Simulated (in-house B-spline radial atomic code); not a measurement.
Settings and results of a run for S IX (S8+). All numbers are computed (scalar-relativistic (X2C) B97-1, spin-polarised, spherical fractional occupations, exact exchange averaged over the configuration; Fermi nucleus of rms radius 3.2611 fm) with a radial B-spline atomic code at the basis-set limit, not measured.

Command:
```bash
python run_scf.py task.json out
```
Settings (nuclear radius in fm, mass in u):
```
Z                16
configuration    [He] 2s2 2p4
hamiltonian      x2c
method           b97_1
spin_polarised   True
nucleus          fermi
rms_radius       3.2611
atomic_mass      31.97207
speed_of_light   137.035999084
exact_exchange   averaged over the configuration
```

Output (hartree, bohr):
```
 radial grid: 62 intervals, B-splines of order 8, outer radius 4.5977 bohr

 iter        energy (Eh)    residual
    1        -361.529374    8.15e-01
    2        -366.370493    1.76e-01
    3        -366.536756    7.27e-02
    4        -366.564861    3.01e-02
    5        -366.570144    5.41e-03
    6        -366.570363    5.54e-05
    7        -366.570363    2.68e-06
    8        -366.570363    2.82e-08

 total energy                      -366.57036
 kinetic                             368.4284
 electron-nucleus                   -809.6785
 Hartree                              94.4210
 exact exchange                       -3.9078
 exchange-correlation                -15.8334

 orbital      occ     eigenvalue          <r>       <r^2>       <1/r>       <r^4>       r_max
 1s up      1.000       -98.0907    0.0965532   0.0125541     15.7579  0.00040747     0.06309
 1s down    1.000       -97.9046     0.096319   0.0124856     15.7853 0.000402176     0.06303
 2s up      1.000       -15.4696     0.448844    0.237418     3.29024   0.0975836      0.3745
 2s down    1.000       -15.0534     0.453649    0.242714     3.24419    0.102423      0.3768
 2p up      3.000       -13.5985     0.402566    0.198705     3.18725   0.0792538      0.3086
 2p down    1.000       -13.2170     0.407855    0.204381     3.15461   0.0843156      0.3113
```

Run time, properties included: 0.36 s on 1 thread of Arm Neoverse N1, with other jobs on the host.
